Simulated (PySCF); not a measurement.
Compound: C7H10FP.
SMILES with atom numbers: `[CH2:1]=[CH:2][CH2:3][P:4]1[CH2:5][CH:6]=[C:7]([F:8])[CH2:9]1` (hydrogens: H10, H11 on C1; H12 on C2; H13, H14 on C3; H15, H16 on C5; H17 on C6; H18, H19 on C9)

The same species was optimised twice, with GFN2-xTB and with PBE0-D3(BJ)/def2-SVP (PySCF), and the same property calculations (PySCF, gas phase) were run on both structures.

```csv
coordinate,GFN2-xTB,PBE0-D3(BJ)/def2-SVP,change
C7–F8 (Å),1.349,1.332,-0.017
C6=C7 (Å),1.321,1.336,+0.015
C1=C2 (Å),1.322,1.336,+0.014
P4–C5 (Å),1.878,1.884,+0.006
C5–C6 (Å),1.495,1.497,+0.002
C3–P4 (Å),1.879,1.876,-0.003
P4–C9 (Å),1.869,1.872,+0.003
C2–C3 (Å),1.488,1.490,+0.002
C7–C9 (Å),1.492,1.491,-0.001
C2–C3–P4 (°),110.5,111.6,+1.1
C3–P4–C5 (°),96.3,97.3,+1.0
C3–P4–C9 (°),96.8,97.7,+0.9
C1–C2–C3 (°),124.1,124.9,+0.8
C5–P4–C9 (°),91.1,91.8,+0.7
P4–C9–C7 (°),104.7,105.1,+0.4
C6–C7–C9 (°),119.1,119.3,+0.2
C5–C6–C7 (°),114.8,114.9,+0.1
C1–C2–C3–P4 (°),112,113,+1
C2–C3–P4–C5 (°),-165,-167,-2
```

Rotational constants: A = 1904, B = 1088, C = 822.7 MHz (GFN2-xTB) against A = 1965, B = 1021, C = 790.2 MHz (PBE0-D3(BJ)/def2-SVP). Point groups within 0.08 Å: C1 and C1.

On the GFN2-xTB structure: HOMO (eV) -6.95 [PBE0/pcSseg-1]; LUMO (eV) 0.00 [PBE0/pcSseg-1]; dipole (D) 1.08 [PBE0/pcSseg-1]; GIAO shielding of C1 (ppm) 62.5 [PBE0/pcSseg-1]; GIAO shielding of C2 (ppm) 43.9 [PBE0/pcSseg-1]; GIAO shielding of C3 (ppm) 147.1 [PBE0/pcSseg-1]; GIAO shielding of P4 (ppm) 358.8 [PBE0/pcSseg-1]; GIAO shielding of C5 (ppm) 157.0 [PBE0/pcSseg-1]; GIAO shielding of C6 (ppm) 78.2 [PBE0/pcSseg-1]; GIAO shielding of C7 (ppm) 13.1 [PBE0/pcSseg-1]; GIAO shielding of F8 (ppm) 285.6 [PBE0/pcSseg-1].

Task: What do these properties become on the PBE0-D3(BJ)/def2-SVP structure?

Result: 
| property | level | on GFN2-xTB | on PBE0-D3(BJ)/def2-SVP | change |
| --- | --- | --- | --- | --- |
| HOMO (eV) | PBE0/pcSseg-1 | -6.95 | -6.89 | +0.06 |
| LUMO (eV) | PBE0/pcSseg-1 | 0.00 | -0.05 | -0.05 |
| dipole (D) | PBE0/pcSseg-1 | 1.08 | 1.02 | -0.06 |
| energy, GFN2-xTB geometry as zero (kcal/mol) | PBE0/pcSseg-1 | 0.0 | -0.7 | -0.7 |
| GIAO shielding of C1 (ppm) | PBE0/pcSseg-1 | 62.5 | 58.8 | -3.7 |
| GIAO shielding of C2 (ppm) | PBE0/pcSseg-1 | 43.9 | 41.0 | -2.9 |
| GIAO shielding of C3 (ppm) | PBE0/pcSseg-1 | 147.1 | 145.2 | -1.9 |
| GIAO shielding of P4 (ppm) | PBE0/pcSseg-1 | 358.8 | 359.1 | +0.3 |
| GIAO shielding of C5 (ppm) | PBE0/pcSseg-1 | 157.0 | 155.8 | -1.2 |
| GIAO shielding of C6 (ppm) | PBE0/pcSseg-1 | 78.2 | 76.2 | -2.0 |
| GIAO shielding of C7 (ppm) | PBE0/pcSseg-1 | 13.1 | 12.4 | -0.7 |
| GIAO shielding of F8 (ppm) | PBE0/pcSseg-1 | 285.6 | 284.7 | -0.9 |

The heavy atoms differ by 0.083 Å rms after alignment. Among bonds between heavy atoms C7–F8 changes most (-0.017 Å). Changes are differences of the printed values. Neither structure is proved a minimum here.
